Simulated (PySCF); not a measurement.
MgO, triplet, geometry from GFN2-xTB of the parent state (such geometries of metal compounds can be far from the true shape) (a higher spin typed on purpose: for a closed-shell molecule this is an excited state).

The PySCF input:
```python
from pyscf import gto, scf, dft

mol = gto.M(
    atom='''
Mg   -0.00000000   -0.00000000   -0.65696814
O     0.00000000    0.00000000    0.98545221
''',
    basis='6-31g*',
    spin=2,
    verbose=4,
)

mf = dft.UKS(mol)
mf.xc = 'lda,vwn'
mf.kernel()
```

Question: Give the dipole moment at the level SVWN5/6-31G* (PySCF).

Answer: 2.02 D

Question: Predict the Mulliken (on the basis functions themselves) charges in atom order from SVWN5/6-31G*.

Answer: Mg1 0.51, O2 -0.51

Question: Predict the number of basis functions from SVWN5/6-31G*.

Answer: 32

These values belong to the state on which the SCF converged, which isn't shown to be the lowest.
